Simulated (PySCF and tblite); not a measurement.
Results of a calculation; reference values are marked as such.
C₆H₇F₃O₂, numbered as in [O:1]=[C:2]1[O:3][CH2:4][CH2:5][CH2:6][C@@H:7]1[C:8]([F:9])([F:10])[F:11].

Level: B3LYP-D3(BJ)/6-31G*//GFN2-xTB, thermal terms from GFN2-xTB, symmetry numbers and mirror pairs counted. Conformers within 2.5 kcal/mol (GFN2-xTB free energy) were kept, 6 at most. GIAO shieldings: B3LYP/6-31G*. Shifts are against CFCl3 (¹⁹F) at the same level. (PySCF 2.14, tblite 0.8.)

The 6-ring runs over atoms 2–3–4–5–6–7.

```tsv
conformer	shape	symmetry	E(GFN2) kcal/mol	E(DFT) kcal/mol
1	6-ring envelope (ring torsions -30, 58, -61, 38, -10, 6°)	C1	0.02	0.17
2	6-ring envelope (ring torsions 30, -55, 59, -39, 13, -8°)	C1	0.00	0.00
3	6-ring between boat and twist-boat (ring torsions 49, -62, 19, 34, -52, 8°)	C1	0.27	0.53
```

Task: How much do the weights at 298.15 K and the averaged shift of F9/F10/F11 depend on how the conformers are weighted?

Result: 
```
                                                              weighting  1 (%)  2 (%)  3 (%)  δ (ppm)  rms dipole (D)
DFT energy with thermal terms, symmetry and mirror images (full scheme)     48     34     18    -87.0            5.21
                             DFT energy with symmetry and mirror images     35     46     19    -86.6            5.17
                                                        bare DFT energy     35     46     19    -86.6            5.17
                        GFN2-xTB energy with symmetry and mirror images     37     38     24    -87.1            5.20
                                                   GFN2-xTB free energy     50     27     22    -87.4            5.23
                                                leading conformer alone    100      0      0    -87.7            5.29
                                                          equal weights     33     33     33    -87.5            5.22
                         full scheme, search stopped after three starts     73      0     27    -88.6            5.32
```

The largest departure from the full scheme, 1.6 ppm, comes with: full scheme, search stopped after three starts.

Unscaled ¹⁹F shifts at such levels can be off by tens of ppm; differences between conformers or isomers are more reliable.


Conformer gaps in 6-31G* on xTB geometries can be 2 kcal/mol off for S=O, P=O and other polar bonds.